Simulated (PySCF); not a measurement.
Gas-phase reaction: 3 CH3CCl3 → 5 Cl + 4 HCl + C6H5 (phenyl)

Method: PySCF energies (xtb for GFN2) plus ideal-gas RRHO corrections (1 bar). † marks an energy on the PBE0/def2-TZVP geometry and frequencies; other levels use their own. 6-31G* has spherical d functions here. Open shells (unrestricted): Cl (multiplicity 2, electronic degeneracy 6), C6H5 (phenyl) (multiplicity 2); the rest are closed-shell singlets. GFN2 has no spin-polarisation term. Spin-orbit splitting is ignored; it lowers the true energy and changes the entropy of Cl. B3LYP is the form with VWN-RPA correlation. The harmonic model lacks anharmonicity and excited electronic states, which grow with temperature; levels with a mode under 35 cm⁻¹ are left out. Internal rotation in CH3CCl3 is treated as a harmonic vibration of one conformer, which makes the entropy rough.

```json
[
 {"level": "B3LYP/6-31G*", "ΔE electronic, kJ": "982", "ΔH°(298 K), kJ": "933", "ΔS°(298 K), J/K": "917", "ΔG°(600 K), kJ": "381"},
 {"level": "BLYP/def2-TZVP†", "ΔE electronic, kJ": "904", "ΔH°(298 K), kJ": "858", "ΔS°(298 K), J/K": "919", "ΔG°(600 K), kJ": "305"},
 {"level": "GFN2-xTB", "ΔE electronic, kJ": "1285", "ΔH°(298 K), kJ": "1232", "ΔS°(298 K), J/K": "900", "ΔG°(600 K), kJ": "692"},
 {"level": "PBE/def2-SVP", "ΔE electronic, kJ": "1121", "ΔH°(298 K), kJ": "1079", "ΔS°(298 K), J/K": "914", "ΔG°(600 K), kJ": "530"},
 {"level": "PBE/def2-TZVP†", "ΔE electronic, kJ": "1106", "ΔH°(298 K), kJ": "1060", "ΔS°(298 K), J/K": "919", "ΔG°(600 K), kJ": "508"},
 {"level": "PBE0/def2-QZVP†", "ΔE electronic, kJ": "1049", "ΔH°(298 K), kJ": "1003", "ΔS°(298 K), J/K": "919", "ΔG°(600 K), kJ": "451"},
 {"level": "PBE0/def2-SVP†", "ΔE electronic, kJ": "1053", "ΔH°(298 K), kJ": "1007", "ΔS°(298 K), J/K": "919", "ΔG°(600 K), kJ": "454"},
 {"level": "PBE0/def2-TZVP", "ΔE electronic, kJ": "1064", "ΔH°(298 K), kJ": "1018", "ΔS°(298 K), J/K": "919", "ΔG°(600 K), kJ": "465"},
 {"level": "r2SCAN/def2-TZVP†", "ΔE electronic, kJ": "1068", "ΔH°(298 K), kJ": "1022", "ΔS°(298 K), J/K": "919", "ΔG°(600 K), kJ": "469"},
 {"level": "ωB97M-V/def2-TZVP†", "ΔE electronic, kJ": "1103", "ΔH°(298 K), kJ": "1057", "ΔS°(298 K), J/K": "919", "ΔG°(600 K), kJ": "504"},
 {"level": "ωB97X-V/def2-TZVP†", "ΔE electronic, kJ": "1106", "ΔH°(298 K), kJ": "1060", "ΔS°(298 K), J/K": "919", "ΔG°(600 K), kJ": "507"}
]
```
ΔH° is lowest at BLYP/def2-TZVP† and highest at GFN2-xTB. No reference value is set beside these.
